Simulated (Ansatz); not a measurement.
Basis sets compared for [In(CN)H3]- (CH₃InN⁻). Charge -1, multiplicity 1. Geometry r2SCAN-D4/def2-TZVPD. Ansatz on 4 threads of Arm Neoverse V1 on a shared host; times are rough, and most runs start from earlier orbitals.

```tsv
atom	x (Å)	y (Å)	z (Å)
In1	-0.002	0.646	-0.286
C2	0.008	-1.396	0.622
N3	0.010	-2.460	1.091
H4	0.405	0.402	-1.979
H5	1.215	1.556	0.597
H6	-1.634	1.253	-0.045
```

In the def2 sets In takes a core potential; there is no spin–orbit coupling.

```csv
level,functions,energy (Eh),HOMO (eV),LUMO (eV),wall time
PBE-D4/def2-SVPD,96,-284.6293,-1.98,3.21,0.86 s
PBE0-D4/def2-SVPD,96,-284.6318,-3.14,3.64,1 s
```

Task: Estimate the rows for PBE-D4/def2-TZVPD, PBE0-D4/def2-TZVPD (with forces).

Result: 
| level | functions | energy (Eh) | HOMO (eV) | LUMO (eV) | wall time |
| --- | --- | --- | --- | --- | --- |
| PBE-D4/def2-TZVPD | 157 | -284.7433 | -2.01 | 2.90 | 1.4 s |
| PBE0-D4/def2-TZVPD (with forces) | 157 | -284.7449 | -3.17 | 3.25 | 2 s |
